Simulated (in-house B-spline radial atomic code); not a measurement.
Inner levels of iodine as electrons are removed. A shift is the extra binding of the orbital against the neutral atom ([Kr] 4d10 5s2 5p1/2(2) 5p3/2(3)). The density at the nucleus is averaged over the nuclear charge. Computed with a B-spline radial code for spherical atoms: Dirac-Hartree-Fock, jj configuration that fills j = l - 1/2 first, finite nuclei.

A number in brackets counts the electrons of a j subshell.

```
 ion               configuration  shift of 1s1/2 (eV)  radius of 1s1/2 (bohr)  Σ<r²> (bohr²)  change of density at nucleus (bohr⁻³)
I39+           [Ne] 3s2 3p1/2(2)              2386.23                0.027204        0.45027                                1187.74
I40+           [Ne] 3s2 3p1/2(1)              2519.83                0.027199        0.36457                                1292.02
I41+                    [Ne] 3s2              2655.47                0.027194        0.28131                                1396.88
I42+                    [Ne] 3s1              2781.56                0.027193        0.19245                               -1764.26
I43+                [He] 2s2 2p6              2909.17                0.027191        0.10561                               -5016.41
I44+  [He] 2s2 2p1/2(2) 2p3/2(3)              3215.27                0.027172       0.091643                               -4508.61
I45+  [He] 2s2 2p1/2(2) 2p3/2(2)              3525.74                0.027152       0.078158                               -3991.15
I46+  [He] 2s2 2p1/2(2) 2p3/2(1)              3840.56                0.027131       0.065134                               -3463.95
I47+           [He] 2s2 2p1/2(2)              4159.73                0.027111        0.05255                               -2926.99
I48+           [He] 2s2 2p1/2(1)              4504.31                0.027084       0.041363                               -2693.37
I49+                    [He] 2s2              4853.96                0.027058       0.030584                               -2465.23
I50+                    [He] 2s1              5150.94                0.027055       0.016117                               -16062.8
I51+                         1s2              5450.86                0.027042      0.0019782                               -30008.7
I52+                         1s1              6401.89                0.026836     0.00097332                                -132449
```
